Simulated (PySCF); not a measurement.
Calculated NMR parameters of O=C(O)[SiH2]/C(F)=C/[SiH2]O[SiH3]

| Property | Result |
| --- | --- |
| Formula | C3H9FO3Si3 |
| SMILES | O=C(O)[SiH2]/C(F)=C/[SiH2]O[SiH3] |
| Point group of the computed structure | C1 |
| Degrees of unsaturation | 2 |
| Carbon signals | 3 |
| Proton signals | 5 |

Atoms are numbered as in `[O:1]=[C:2]([OH:3])[SiH2:4]/[C:5]([F:6])=[CH:7]/[SiH2:8][O:9][SiH3:10]`. Hydrogens are named by the atom that carries them.

Computed data (PySCF 2.14.0 with density-fitted response routines): σ from GIAO-PBE0/pcSseg-1, coordinates at the GFN2-xTB level. Single conformer, one averaged value for each set of equivalent atoms, in vacuum, relativity neglected.

References, each an isolated molecule treated in the same way: TMS for $^{1}$H (σ = 31.72 ppm), $^{13}$C (σ = 186.93 ppm), $^{29}$Si (σ = 349.16 ppm); CFCl3 for $^{19}$F (σ = 170.95 ppm); H2O for $^{17}$O (σ = 336.08 ppm).

```tsv
carbon	δC, type	δH (multiplicity)	HMBC from (2–3 bonds)	span of the C tensor (ppm)
C2	183.8, C	–	H(Si4)	183
C5	179.1, C	–	H(C7), H(Si8), H(Si4)	167
C7	133.6, CH	7.19 (m)	H(Si8), H(Si4)	226
```

Other nuclei:
| atoms | nucleus | environment | δ (ppm) | σ (ppm) |
| --- | --- | --- | --- | --- |
| H(O3) | $^{1}$H | hydrogen on an acid hydroxyl oxygen | 7.02 | 24.70 |
| H(Si8) | $^{1}$H | hydrogen on a silicon bonded to C, O | 5.63 | 26.09 |
| H(Si10) | $^{1}$H | hydrogen on a silicon bonded to O | 5.20 | 26.52 |
| H(Si4) | $^{1}$H | hydrogen on a silicon bonded to 2 C | 4.64 | 27.08 |
| F6 | $^{19}$F | vinylic fluorine | -75.6 | 246.6 |
| Si8 | $^{29}$Si | silicon bonded to C, O, 2 H | -38.5 | 387.6 |
| Si10 | $^{29}$Si | silicon bonded to O, 3 H | -43.7 | 392.8 |
| Si4 | $^{29}$Si | silicon bonded to 2 C, 2 H | -83.6 | 432.8 |
| O1 | $^{17}$O | carbonyl oxygen | 509.0 | -172.9 |
| O3 | $^{17}$O | acid hydroxyl oxygen | 240.7 | 95.4 |
| O9 | $^{17}$O | oxygen bonded to 2 Si | -0.1 | 336.2 |

- Carbon types of the structure: 2 × C, 1 × CH, leaving 8 H on heteroatoms.
- δC 183.8: carbonyl carbon.
- δC 179.1: fully substituted alkene carbon.
- δC 133.6: alkene CH; an sp2 carbon of a C=C bond.
- δH 7.19: hydrogen on an alkene CH; olefinic region.
- δH 7.02: hydrogen on an acid hydroxyl oxygen; exchangeable; this is the value without hydrogen bonding to other molecules.

OH/NH shifts are gas-phase values; hydrogen bonding in solution moves them, usually downfield. Splittings by $^{19}$F in the carbon and heteronuclear signals aren't shown, as no couplings were computed. Shifts are as computed. Against solution values, carbons near 30 ppm lie about +3 ppm off and those near 130 ppm about +5 ppm. Of 1309 compounds with measured shifts, 239 miss one by over three times the rms of a fit or turn the order of signals round; such compounds aren't used in these exercises. In solution the two oxygens of a carboxylic acid exchange roles by proton transfer and give one 17O line. Hydrogen bonding in solution shields acid and N–H amide carbonyl oxygens by tens of ppm. Hydrogen bonding in solution deshields acid and N–H amide carbonyl carbons by as much as 10 ppm beyond these values. Unscaled 19F shifts against computed CFCl3 carry errors that often reach 10 to 50 ppm. Unscaled 17O shifts of doubly bonded oxygen tend to come out too high, by tens of ppm or more. Experimental scales use liquid or dissolved standards, which lie at an offset from isolated H2O (liquid H2O: subtract about 36 ppm). No couplings were computed; multiplicities are counted from neighbouring protons, with m where these are inequivalent, close in shift, in a saturated or five-membered ring or joined by F or P, and br s for small geminal =CH2 splittings.
